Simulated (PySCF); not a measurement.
GaF, SMILES [F][Ga] (connectivity only; charge and spin as stated), neutral, multiplicity 1.

Geometry: B3LYP-D3(BJ)/def2-TZVPD.

These are ωB97X/def2-TZVPD (PySCF) values and carry that method's errors.

Isolated molecule, no solvent.

```yaml
total_energy: -2024.82252 hartree
point_group: C∞v
highest_occupied_level: -10.19 eV
lowest_empty_level: 0.37 eV
orbital_gap: 10.56 eV
dipole_moment: 2.45 D
quadrupole, principal values (traceless, Buckingham form, about the centre of nuclear charge): -6.90, 3.45, 3.45 D·Å
mean_static_polarisability: 33.4 bohr³ (4.94 Å³)
polarisability_principal_values: 32.5, 32.5, 35.1 bohr³
```
